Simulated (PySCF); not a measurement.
CH$_{3}$N$_{2}$S, doublet, geometry from GFN2-xTB, atoms displaced at random by about 0.08 Å a coordinate; PySCF with PBE0/6-31G, gradient.

The PySCF input:
```python
from pyscf import gto, scf, dft

mol = gto.M(
    atom='''
N     1.187015   -1.063564    0.777066
C    -0.058210   -0.184859    0.224531
N    -1.351180   -0.805128    0.405176
S     0.309301    1.014528   -0.932065
H     1.766914   -0.664407    0.771443
H    -1.546169   -1.646418    0.944468
H    -1.913602   -0.212834   -0.159931
''',
    basis='6-31g',
    charge=0,
    spin=1,
    verbose=3,
)

mf = dft.UKS(mol)
mf.xc = 'pbe0'
mf.conv_tol = 1e-4
mf.kernel()
g = mf.nuc_grad_method()
grad = g.kernel()
```

It wrote (shortened):

```
converged SCF energy = -546.923948627699  <S^2> = 0.77604801  2S+1 = 2.0258806
--------------- UKS gradients ---------------
         x                y                z
0 N     0.7822154303     0.4419691202     0.0179696322
1 C    -0.0286775335     0.1023295111    -0.0297791170
2 N    -0.0949486040    -0.0498618997     0.0060495489
3 S     0.0060561844     0.0004147608    -0.0106009302
4 H    -0.7014042991    -0.4920770598     0.0066464754
5 H    -0.0023705944    -0.0122290536     0.0078715527
6 H     0.0391138734     0.0094367696     0.0018498744
----------------------------------------------
```
